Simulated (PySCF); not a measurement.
This PySCF input asks for the NMR shieldings of SMILES C=CCNN(C)C(C)C, C7H16N2; the geometry comes from GFN2-xTB.

```python
import basis_set_exchange as bse
import numpy as np
from pyscf import gto, dft
from pyscf.prop import nmr

atoms = """
C     3.925344   -0.627457    0.388187
C     2.639789   -0.852939    0.581962
C     1.610568    0.215136    0.777386
N     0.475212   -0.048671   -0.092242
N    -0.638051    0.767571    0.201143
C    -0.622875    2.043674   -0.483070
C    -1.886410    0.019013    0.073702
C    -1.900366   -1.066195    1.147245
C    -2.116026   -0.592377   -1.313674
H     4.328796    0.372367    0.364390
H     4.633897   -1.427760    0.257978
H     2.248236   -1.860598    0.599365
H     2.064986    1.208223    0.625967
H     1.226839    0.170927    1.802295
H     0.756928    0.026166   -1.073253
H    -1.491694    2.623207   -0.177481
H     0.273469    2.589532   -0.186834
H    -0.625458    1.952388   -1.581363
H    -2.689333    0.735169    0.283230
H    -1.778330   -0.616349    2.128610
H    -1.078903   -1.755712    0.977035
H    -2.838918   -1.613483    1.122454
H    -2.104788    0.175010   -2.085008
H    -3.082297   -1.088828   -1.343213
H    -1.341549   -1.323869   -1.530691
"""
names = dict.fromkeys(["C", "N", "H"], "pcSseg-1")
basis = {el: gto.basis.parse(bse.get_basis(n, elements=[el], fmt="nwchem")) for el, n in names.items()}
mol = gto.M(atom=atoms, basis=basis, charge=0, verbose=0)
mf = dft.RKS(mol, xc="PBE0")
mf.grids.level = 2
mf.grids.alignment = dft.numint.BLKSIZE   # the property module wants whole blocks of grid points
mf.conv_tol = 1e-9
mf.kernel()

calc = nmr.RKS(mf)   # GIAO
C = mf.mo_coeff
Co = C[:, mf.mo_occ > 0]
resp = mf.gen_response(singlet=True, hermi=2)
def vind(x):   # induced exchange potential for any number of trial vectors
    d = np.einsum("pi,xij,qj->xpq", C, 2 * x.reshape(-1, C.shape[1], Co.shape[1]), Co, optimize=True)
    return np.einsum("xpq,pi,qj->xij", resp(d - d.transpose(0, 2, 1)), C, Co, optimize=True).ravel()
mo1, _ = nmr.rhf.solve_mo1(calc, with_cphf=vind)
sigma = calc.kernel(mo1)
for i, s in enumerate(sigma):   # ppm
    print("%2d %-2s %9.2f" % (i, mol.atom_pure_symbol(i), np.trace(s) / 3))
```

Q: What are the results?

A: 
```
 0 C      65.09
 1 C      40.23
 2 C     126.66
 3 N     162.26
 4 N     166.00
 5 C     144.86
 6 C     127.05
 7 C     162.92
 8 C     175.50
 9 H      26.23
10 H      26.43
11 H      25.34
12 H      27.98
13 H      28.27
14 H      30.91
15 H      29.38
16 H      28.58
17 H      29.40
18 H      29.09
19 H      30.56
20 H      29.84
21 H      30.97
22 H      30.54
23 H      31.27
24 H      30.74
```

These numbers come from an equivalent density-fitted implementation of the same equations, which agrees with the script to about 0.01 ppm for H and up to a few tenths of a ppm for heavy atoms, so last digits may differ.

Q: Turn these shieldings into chemical shifts. Referencing at the same level of theory: 13C (σref 186.93), 1H (σref 31.72) against TMS; 15N (σref 267.73) against NH3.

A: Averaging equivalent atoms: C 1: 146.7; C 0: 121.8; C 2: 60.3; C 6: 59.9; C 5: 42.1; C 7/8: 17.7; N 3: 105.5; N 4: 101.7; H 11: 6.37; H 9: 5.49; H 10: 5.29; H 12/13: 3.59; H 18: 2.63; H 15/16/17: 2.60; H 19/20/21/22/23/24: 1.06; H 14: 0.81 ppm. Experimental scales use liquid or dissolved standards, which lie at an offset from isolated NH3 (liquid NH3: subtract about 20 ppm).

Size and cost of the density-fitted run: 233 basis functions, 74 s wall time on 1 thread of an AMD EPYC 7R43 64-Core, shared host; peak memory 0.97 GiB.
